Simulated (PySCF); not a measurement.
Ge(F)(Cl)(NH2)2 (ClFGeH₄N₂), SMILES [NH2][Ge]([NH2])([F])[Cl]. Atoms are numbered in the order given.

```xyz
9

N     -1.6242    -0.9353    -0.4547
Ge    -0.0424    -0.2501     0.1061
N      1.3176    -1.4592    -0.0683
F     -0.0982     0.0803     1.8254
Cl     0.2532     1.7037    -0.8203
H     -1.5447    -1.8686    -0.8694
H     -2.1889    -0.3155    -1.0418
H      2.0221    -1.3343     0.6694
H      1.7933    -1.4005    -0.9765
```

The structure is a stationary point at PBE-D3(BJ)/def2-SVP. One conformer was computed; it need not be the lowest.

Level of theory: PBE-D3(BJ)/def2-SVP (PySCF).

Frequencies are harmonic and unscaled.

Question: Give all harmonic wavenumbers and intensities. (Estimate from the structure and the level; the computed values follow.)

Answer: 
```
mode  ν (cm⁻¹)  IR (km/mol)  moving atoms (share of kinetic energy)
----  --------  -----------  --------------------------------------
1           87         24.5                 H 57 %, N 28 %, Cl 10 %
2          149          5.6         N 32 %, F 29 %, H 18 %, Cl 18 %
3          177          7.6                 H 53 %, N 22 %, Cl 14 %
4          208         10.7        N 41 %, Ge 23 %, H 19 %, Cl 10 %
5          222          4.7         F 30 %, H 23 %, N 22 %, Ge 18 %
6          243         11.2         F 38 %, N 28 %, Ge 18 %, H 10 %
7          268         23.7                   H 74 %, N 13 %, F 9 %
8          393         40.5        Cl 47 %, H 23 %, Ge 19 %, N 12 %
9          422        192.6        H 55 %, Cl 18 %, N 15 %, Ge 11 %
10         579        207.3                          H 59 %, N 37 %
11         678         19.2                  F 47 %, N 32 %, H 14 %
12         709         55.8         N 34 %, F 29 %, Ge 21 %, H 17 %
13         736         56.2                 N 53 %, Ge 23 %, H 20 %
14         854         29.5                          H 85 %, N 13 %
15         888         18.7                          H 85 %, N 12 %
16        1472         33.9                          H 90 %, N 10 %
17        1495         24.5                           H 91 %, N 9 %
18        3441         23.2                                  H 96 %
19        3475         28.7                                  H 96 %
20        3538         24.8                           H 92 %, N 8 %
21        3587         34.8                           H 91 %, N 9 %
```
